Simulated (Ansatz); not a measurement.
Isolated molecules relaxed with PBE0-D4/def2-TZVP in Ansatz; ΔE leaves out vibrations. CBS: MP2 limit from def2 TZ/QZ plus the TZ coupled-cluster correction, frozen cores. This one scheme is used for every species. Functionals use def2-TZVPP. B3LYP here is the variant with VWN-RPA as its local correlation; programs differ in this. Each species was taken in one conformer, which may not be the lowest.

Reaction (hydrogenolysis of a B–O bond): `BB(Cl)OC` + H₂ → `BBCl` + CH₃OH

`BB(Cl)OC`:

```xyz
10

B     0.859    0.321    1.428
B     0.000   -0.822    0.562
Cl   -0.055   -2.343    1.493
O    -0.615   -0.816   -0.624
C    -0.632    0.337   -1.443
H     0.324    1.020    2.241
H     2.050    0.406    1.341
H    -1.669    0.628   -1.618
H    -0.098    1.173   -0.982
H    -0.164    0.096   -2.399
```

H₂:

Z-matrix (Å, degrees):
```
H
H 1 0.746
```

`BBCl`:

Cartesian coordinates in Å:
```
B -0.547 0.568 0.383
B 0.419 -0.441 -0.502
Cl 1.498 -1.514 0.369
H -0.186 1.664 0.703
H -1.641 0.235 0.743
H 0.457 -0.512 -1.696
```

CH₃OH:

```xyz
6

C     0.302    0.184   -0.041
O    -0.508   -0.931    0.253
H     1.338   -0.127    0.103
H     0.106    1.031    0.628
H     0.189    0.522   -1.078
H    -1.426   -0.679    0.135
```

```tsv
level	ΔE (kJ/mol)	difference from CCSD(T)/CBS
PBE-D4	121.8	3.9
PBE0-D4	116.8	-1.1
B3LYP-D4	121.6	3.7
ωB97X-V	116.4	-1.5
ωB97M-V	119.8	1.9
PBE	115.7	-2.2
r2SCAN	123.5	5.6
HF/def2-TZVPP	98.4	-19.5
MP2/def2-TZVPP	125.3	7.4
SCS-MP2/def2-TZVPP	119.1	1.2
CCSD/def2-TZVPP	113.5	-4.4
CCSD(T)/def2-TZVPP	119.3	1.4
HF/def2-QZVPP	98.6	-19.3
MP2/def2-QZVPP	124.6	6.7
HF/CBS(def2)	98.6	-19.3
CCSD/CBS(def2)	112.2	-5.7
CCSD(T)/CBS	117.9	0
```

Largest T1 diagnostic among the species: 0.013.

In def2-TZVPP, CCSD(T) changes the Hartree–Fock value by +20.9 kJ/mol (the triples alone add +5.8 kJ/mol) and MP2 by +26.9 kJ/mol. From PBE to PBE0 (25 % exact exchange), in def2-TZVPP and without D4, ΔE moves by −4.4 kJ/mol.
